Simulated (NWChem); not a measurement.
System: CH3ClOSe; SMILES CO[Se]Cl

```xyz
7

Se     0.7442    -0.0006    -0.0514
Cl    -0.6944    -1.6570     0.0399
O     -0.2335     1.3459     0.5651
C     -1.2046     1.8844    -0.3121
H     -2.0113     1.1570    -0.5017
H     -1.6270     2.7624     0.1978
H     -0.7647     2.1944    -1.2747
```
Atoms are numbered in this order, from 1.

Results from NWChem. Pople sets run with spherical d functions. The geometry was optimised at PBE0/def2-SVP. Ions are spin-unrestricted doublets at the neutral geometry; other ion states weren't tried.

Problem. Order these by “vertical ionisation energy, ΔSCF (eV)”, lowest first: CAM-B3LYP/6-31G*; B3LYP/6-31G*; PBE/6-31G*.

Solution. PBE/6-31G* (8.70), B3LYP/6-31G* (8.98), CAM-B3LYP/6-31G* (9.15)
